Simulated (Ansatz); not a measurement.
Relaxation of H₇NSb (9 atoms, charge 1, multiplicity 1), to a largest force component of 0.02 eV/Å in at most 40 steps.

Computed with RKS PBE0/def2-SVP in Ansatz 0.2.0.

```xyz
9
Properties=species:S:1:pos:R:3:forces:R:3
N -0.025 0.208 -1.442 -0.37 -0.05 0.90
H -0.401 0.173 -0.414 0.37 0.00 -0.77
H 0.917 0.606 -1.440 0.14 0.05 -0.02
H -0.645 0.792 -2.009 -0.09 0.10 -0.11
H 0.000 -0.741 -1.827 0.02 -0.10 -0.05
Sb -0.290 -0.237 2.541 -0.19 0.17 -0.99
H -0.970 0.175 0.904 -0.09 -0.07 0.72
H 0.345 -1.603 1.724 0.04 -0.21 0.14
H 1.071 0.628 1.964 0.18 0.12 0.19
```

Task: Where does it end, and by what steps?

Result: It converged. Limits of this set-up: the dipole of an ion depends on the origin. After 9 steps the energy has fallen by 0.098 eV; H7 moved furthest, 0.26 Å.

| step | energy less start (eV) | largest force component (eV/Å) | accepted |
| --- | --- | --- | --- |
| 0 | 0.0000 | 0.990 | yes |
| 1 | -0.0261 | 0.873 | yes |
| 2 | -0.0586 | 0.375 | yes |
| 3 | -0.0886 | 0.483 | yes |
| 4 | -0.0952 | 0.101 | yes |
| 5 | -0.0970 | 0.051 | yes |
| 6 | -0.0976 | 0.035 | yes |
| 7 | -0.0976 | 0.042 | yes |
| 8 | -0.0977 | 0.031 | yes |
| 9 | -0.0978 | 0.016 | yes |

```xyz
9
Properties=species:S:1:pos:R:3
N 0.007 0.190 -1.392
H -0.320 0.154 -0.392
H 0.951 0.593 -1.426
H -0.636 0.772 -1.944
H 0.027 -0.762 -1.779
Sb -0.247 -0.246 2.451
H -1.175 0.226 1.048
H 0.323 -1.615 1.577
H 1.072 0.687 1.856
```

Run time: 22 s on 1 thread of Arm Neoverse V1, with other jobs on the host, peak memory 0.12 GiB.
